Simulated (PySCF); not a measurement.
Ground-state electric properties of a mixed set of molecules.

All values: PBE0/def2-SVPD (PySCF) at PBE0-D3(BJ)/def2-SVP geometries, gas phase, one conformer each. Core orbitals are frozen in the response; Δα² is half the sum of the squared differences of the principal polarisabilities. The calculation is non-relativistic, for germanium too.

Question: Rank by HOMO–LUMO gap, highest first.
A. `C[SiH](C)[NH][GeH3]`
B. `FC(F)[C@H]1C[SiH2]CCO1`
C. `[CH3][GeH2][CH2][SiH2]N`
D. `C[CH2][Ge@@H]([NH2])[SiH3]`

Answer: B (8.38 eV), C (7.41 eV), A (7.22 eV), D (7.08 eV).

Question: Rank by mean static polarisability, lowest first.
A. `FC(F)[C@H]1C[SiH2]CCO1`
B. `[CH3][GeH2][CH2][SiH2]N`
C. `C[CH2][Ge@@H]([NH2])[SiH3]`

Answer: A (13.31 Å³), B (13.61 Å³), C (14.27 Å³).

All values together:

```json
{"SMILES": "FC(F)[C@H]1C[SiH2]CCO1", "formula": "C5H10F2OSi", "μ (D)": "2.47", "HOMO (eV)": "-7.89", "LUMO (eV)": "0.49", "α (Å³)": "13.31", "Δα (Å³)": "2.65", "electrons": "80", "α per electron (Å³)": "0.166", "ΔSCF removal energy (eV)": "9.79"}
{"SMILES": "[CH3][GeH2][CH2][SiH2]N", "formula": "C2H11GeNSi", "μ (D)": "0.85", "HOMO (eV)": "-7.28", "LUMO (eV)": "0.13", "α (Å³)": "13.61", "Δα (Å³)": "2.63", "electrons": "76", "α per electron (Å³)": "0.179", "ΔSCF removal energy (eV)": "–"}
{"SMILES": "C[CH2][Ge@@H]([NH2])[SiH3]", "formula": "C2H11GeNSi", "μ (D)": "1.75", "HOMO (eV)": "-7.02", "LUMO (eV)": "0.06", "α (Å³)": "14.27", "Δα (Å³)": "2.58", "electrons": "76", "α per electron (Å³)": "0.188", "ΔSCF removal energy (eV)": "–"}
{"SMILES": "C[SiH](C)[NH][GeH3]", "formula": "C2H11GeNSi", "μ (D)": "0.58", "HOMO (eV)": "-6.99", "LUMO (eV)": "0.23", "α (Å³)": "13.45", "Δα (Å³)": "2.97", "electrons": "76", "α per electron (Å³)": "0.177", "ΔSCF removal energy (eV)": "–"}
```

Conformers: `[F:1][CH:2]([F:3])[C@H:4]1[CH2:5][SiH2:6][CH2:7][CH2:8][O:9]1` with F1–C2–C4–C5 65°, C2–C4–C5–Si6 174°, C4–C5–Si6–C7 -40°, C5–Si6–C7–C8 40°, Si6–C7–C8–O9 -55°; `[CH3:1][GeH2:2][CH2:3][SiH2:4][NH2:5]` with C1–Ge2–C3–Si4 62°, Ge2–C3–Si4–N5 53°, C3–Si4–N5–H 72° and -68°; `[CH3:1][CH2:2][Ge@@H:3]([NH2:4])[SiH3:5]` with C1–C2–Ge3–N4 -61°, C2–Ge3–N4–H -59° and 68°; `[CH3:1][SiH:2]([CH3:3])[NH:4][GeH3:5]` with C1–Si2–N4–Ge5 -146°.

A dash marks a removal energy that wasn't run or isn't settled.
